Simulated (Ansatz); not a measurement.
Cost and result for the atomization energy of `CC#[C][GeH2][NH2]` (12 atoms, 11 bonds).

Cartesian coordinates in Å:
```
C -1.9645 0.5134 -1.8884
C -0.8055 0.2194 -1.0705
C 0.1637 -0.0262 -0.3906
Ge 1.6692 -0.4083 0.7121
N 1.2877 -0.3752 2.5105
H -2.8801 0.4821 -1.2927
H -1.8850 1.5076 -2.3349
H -2.0638 -0.2136 -2.6983
H 2.1690 -1.8200 0.3800
H 2.7419 0.6577 0.4557
H 0.6007 -1.0651 2.7844
H 0.9666 0.5282 2.8326
```

The species carries charge 0 and has multiplicity 1. Correlated methods include outer-core shells of Ge, which these sets cover unevenly. Scalar relativity is left out up to krypton. The geometry is a stationary point of PBE0-D4/def2-TZVP. It is one conformer, not always the lowest. Program: Ansatz. All runs use 4 threads of an Intel Xeon 6975P-C on a shared host. Times are those of one run each, without the atoms' runs, and a repeat can differ threefold. Electronic energies, without spin–orbit coupling; frozen cores. CCSD(T)/CBS adds CCSD(T) − MP2 in def2-TZVPP to the MP2 limit, and its time is that of the two runs behind it. T1 = 0.011. With those shells the extrapolation isn't a true limit. B3LYP takes the VWN-RPA correlation (the form of Gaussian; ORCA's B3LYP/G).

CCSD(T)/CBS is a level of theory with its own doubt, some kJ/mol a heavy atom from the limit and from the frozen cores, so smaller differences don't rank the functionals.

```
                             level  functions  wall time  atomization (kcal/mol)  difference from CCSD(T)/CBS  per bond
   PBE-D4/def2-TZVPP (with forces)        270      1.8 s                  1098.3                         21.4       1.9
                PBE0-D4/def2-TZVPP        270      2.3 s                  1078.3                          1.4       0.1
r2SCAN-D4/def2-TZVPP (with forces)        270      2.8 s                  1075.6                         -1.3      -0.1
 B3LYP-D4/def2-TZVPP (with forces)        270      3.6 s                  1075.9                         -1.0      -0.1
                 B2PLYP/def2-TZVPP        270      4.1 s                  1067.6                         -9.3      -0.8
                ωB97X-V/def2-TZVPP        270      5.5 s                  1078.0                          1.1       0.1
  ωB97M-V/def2-TZVPP (with forces)        270        7 s                  1076.1                         -0.8      -0.1
                    MP2/def2-QZVPP        527       19 s                  1082.4                          5.5       0.5
                CCSD(T)/def2-TZVPP        270       77 s                  1051.6                        -25.3      -2.3
                 CCSD(T)/CBS(def2)          –       96 s                  1076.9                          0.0       0.0
```

In def2-TZVPP, CCSD(T) changes the Hartree–Fock value by +280.6 kcal/mol (the triples alone add +17.6 kcal/mol) and MP2 by +296.6 kcal/mol; breaking electron pairs costs correlation energy, which Hartree–Fock lacks. From PBE to PBE0 (25 % exact exchange), in def2-TZVPP and without D4, the atomization energy moves by −19.1 kcal/mol: exact exchange takes away binding that semilocal exchange gives to molecules. The D4 term adds +8.1 kcal/mol with B3LYP and +4.3 kcal/mol with PBE0; it sums over pairs of atoms, weighted by their polarisabilities, and B3LYP, whose exchange is more repulsive, gets the larger term.
